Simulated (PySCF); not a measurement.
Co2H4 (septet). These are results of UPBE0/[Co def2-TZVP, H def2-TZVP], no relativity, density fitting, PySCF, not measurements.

Harmonic bands of its minimum:

| ω (cm⁻¹) | IR (km/mol) |
| --- | --- |
| 241 | 0.0 |
| 262 | 76.6 |
| 263 | 0.0 |
| 359 | 0.0 |
| 403 | 121 |
| 633 | 213 |
| 1193 | 504 |
| 1208 | 0.0 |
| 1269 | 455 |
| 1401 | 0.0 |
| 1818 | 649 |
| 1829 | 0.0 |

**Question.** Infer the point group and assign the bands.

**Answer.** C2h. The modes span 5ag + 2au + bg + 4bu: 241 ag, 262 au, 263 bg, 359 ag, 403 bu, 633 au, 1193 bu, 1208 ag, 1269 bu, 1401 ag, 1818 bu, 1829 ag. The computed geometry has Co–H 1.569 Å (×2), Co–H 1.750 Å (×2), Co–H 1.756 Å (×2); Co–H–Co 93.0° (×2), H–Co–H 87.0° (×2), H–Co–H 116.8° (×2), H–Co–H 156.2° (×2).

This need not be the most stable arrangement of these atoms. Open d and f shells are described by one determinant, and the ground state may have another occupation or spin.
